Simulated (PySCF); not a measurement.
Compound: C5H5FN (doublet state).
Cartesian coordinates in Å at the GFN2-xTB level; atoms count from 1:
```
atom  x, y, z in Å
C1     1.6645   -0.6789    0.1241
C2     1.1886    0.5834   -0.0894
C3    -0.1294    0.9042   -0.3397
F4    -0.4503    2.2054   -0.5090
C5    -1.2924   -0.0301   -0.4321
C6    -1.5611   -0.6234    0.8610
N7    -1.7559   -1.0804    1.8892
H8     2.7087   -0.8461    0.3072
H9     1.0187   -1.5380    0.1379
H10    1.8778    1.4172   -0.0730
H11   -2.1783    0.5225   -0.7568
H12   -1.0895   -0.8366   -1.1455
```

The hyperfine couplings belong to this conformer and change with its torsions.

As a line formula: `C=C[C](F)CC#N` [radical].

Computed with PySCF, UKS B3LYP, pcH-1 on C F H N, non-relativistic, mean-field spin-orbit, GIAO. Isolated species at its GFN2-xTB geometry (one conformer only). Couplings are sensitive to structure, and on GFN2-xTB geometries they can be far from those on DFT ones.

Question: Count the α and β electrons and give S(S+1).

Answer: 51 electrons with 2S = 1: 26 α and 25 β; S(S+1) = 0.75.

Mulliken spin populations, one withheld:

```csv
atom,bound to,population
C1,"C2, H8, H9",?
C2,"C1, C3, H10",-0.2578
C3,"C2, F4, C5",+0.6081
F4,C3,+0.0492
C5,"C3, C6, H11, H12",-0.0480
C6,"C5, N7",+0.0189
N7,C6,+0.0039
H8,C1,-0.0292
H9,C1,-0.0267
H10,C2,+0.0081
H11,C5,+0.0016
H12,C5,+0.0234
```

Question: Complete the table.

Answer: 1 − (0.3515) gives +0.648, since all populations sum to 2S.

Question: How is the spin shared among the elements?

Answer: Carbon +0.97, fluorine +0.05, nitrogen 0.00, hydrogen -0.02. The positive populations sum to 1.36, the negative ones to -0.36.

Question: The run gives ⟨S²⟩ = 0.7761. What does that say of the overlap of α and β orbitals, and of the weight of higher spin?

Answer: For a single determinant ⟨S²⟩ = S(S+1) + Nβ − Σ|⟨iα|jβ⟩|², so the squared overlaps of occupied orbitals sum to 25 − 0.0261 = 24.9739. If the quartet state (S + 1) were the only admixture, its weight would be 0.0261/(2S + 2) = 0.87 %.

Question: What Fermi-contact NMR shifts do the couplings of C1, C2, C5, C6, N7, H8, H9 imply at 350 K (Curie law, g = gₑ)?

Answer: δ = a_FC·h·gₑ μB S(S+1)/(3 g_N μN kT), with k/h = 20836.6 MHz/K:

```csv
nuclei,isotope,a_FC (MHz),g_N,contact shift (ppm)
C1,13C,51.32,1.4048,+4604
C2,13C,-48.49,1.4048,-4350
C5,13C,-21.00,1.4048,-1884
C6,13C,45.54,1.4048,+4085
N7,14N,0.62,0.4038,+194
H8,1H,-40.74,5.5857,-919
H9,1H,-38.28,5.5857,-864
```

The shifts go as 1/T: at 400 K they are 0.875 times these.

β density exceeds α density at some nuclei, such as C2 (-0.0431), C5 (-0.0187) and H8 (-0.0091), spin density in bohr⁻³. In a single determinant that takes different orbitals for the two spins, that is spin polarisation.

On an Arm Neoverse V1 with one thread, on a shared host, this took 41 s of wall time (grids of density and orbitals included) and 0.87 GiB of memory at its peak.
